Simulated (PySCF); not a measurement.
Sn(F)3(SH) (F3HSSn), SMILES [F][Sn]([F])([F])[SH].

Geometry: B3LYP-D3(BJ)/def2-SVP. The structure was generated by enumeration; whether it is a known compound was not checked. The def2 effective core potentials stand for the cores of Sn; spin–orbit coupling is left out. Other conformers were not sampled.

Two levels are set side by side: PBE/def2-TZVP (PySCF) and HF/def2-TZVP (PySCF). Same geometry, gas phase. Differences are taken from unrounded values.

```tsv
quantity	HF	PBE	PBE minus HF
orbital gap (eV)	12.51	3.40	-9.11
highest occupied level (eV)	-12.02	-7.65	4.37
lowest empty level (eV)	0.49	-4.25	-4.74
dipole moment (D)	3.49	3.08	-0.41
mean polarisability (bohr³)	46.3	55.0	8.7
```

PBE's occupied levels lie high since its potential decays too fast outside the molecule; exact exchange lowers them and widens the gap. PBE's more diffuse valence density responds more strongly to a field. Differences between two approximate levels are no errors against the true value.

Rough cost on one machine, each run with all the roots and properties that it gave: HF against PBE about 1/2.
